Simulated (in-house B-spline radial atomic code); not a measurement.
How numerical settings move a run on Zn⁺, [Ar] 3d10 4s1. Computed with a B-spline radial code for spherical atoms: non-relativistic LDA PW92, spin-polarised, spherical fractional occupations, point nucleus.

Command:
```bash
python run_scf.py task.json out
```
Settings of the sound reference run:
```
Z                30
electrons        29
configuration    [Ar] 3d10 4s1
hamiltonian      nr
method           lda,pw
spin_polarised   True
knot_spacing     0.22
spline_order     8
gauss_points     12
box_radius       35.29
max_iterations   70
damping          0.5
damped_steps     3
diis_vectors     10
tolerance        1e-08
start            Thomas-Fermi
```

Time taken, with all properties: 0.15 s on 1 thread of Intel(R) Xeon(R) 6975P-C, on a shared host.

It converges in 11 iterations to -1776.205310 hartree, with 4s up at -14.4856 eV. The other runs change the listed settings, some to values that make no sense; their results aren't properties of the atom or ion. Radii are in bohr (the nuclear one in fm), a minus after a letter asks for a j subshell, and «unchanged» means within 1e-8 hartree. The run stops when the residual is below 10 × tolerance × max(1, Z/10), or a noise floor if that is larger, and the energy moves by less than 1e-8 × √|E| hartree; so very loose and very tight tolerances often act alike.

| changed settings | outcome |
| --- | --- |
| max_iterations = 5 | not converged after 5 iterations, last residual 2.2e-01, last energy +1.89e+00 hartree from the reference |
| max_iterations = 12, damping = 0.95, diis_vectors = 20 | converged in 11 iterations, energy unchanged, 4s up level -1.1e-06 eV |
| max_iterations = 2 | not converged after 2 iterations, last residual 2.2e-01, last energy +1.30e+00 hartree from the reference |
| gauss_points = 8, first_knot = 0.0333, max_iterations = 100, start = bare nucleus | converged in 12 iterations, energy unchanged |
| max_iterations = 3, diis_vectors = 2 | not converged after 3 iterations, last residual 1.2e-01, last energy +5.10e-01 hartree from the reference |
| diis_vectors = 2 | converged in 12 iterations, energy unchanged, 4s up level -1.1e-06 eV |
| first_knot = 3.33e-06, max_iterations = 60, tolerance = 1e-13 | converged in 10 iterations, energy unchanged, 4s up level +1.6e-05 eV |
| diis_vectors = 20 | converged in 11 iterations, energy unchanged |
| electrons = 30, configuration = [Ar] 3d10 4s1 5s-1, max_iterations = 75 | stopped with error: j subshells need the Dirac Hamiltonian and l > 0 |
| max_iterations = 8 | not converged after 8 iterations, last residual 3.8e-04, last energy +5.87e-06 hartree from the reference |

Q: What happens with electrons = 37, configuration = [Ar] 3d10 4s1 6s2 6p6, max_iterations = 100?

A: Converged in 16 iterations to -1775.4044 hartree, a different physical problem (warning: 6s up has a positive eigenvalue: unbound, held by the box).

Q: What happens with diis_vectors = 4?

A: Converged in 11 iterations, energy unchanged, 4s up level -1.4e-06 eV.

Q: What happens with diis_vectors = 0?

A: Converged in 33 iterations, energy unchanged, 4s up level -3.6e-06 eV.

Q: What happens with spline_order = 10, gauss_points = 3, max_iterations = 60, damped_steps = 8, start = bare nucleus?

A: Converged in 14 iterations, energy -3.83e+05 hartree from the reference, 4s up level -5.1e+02 eV.
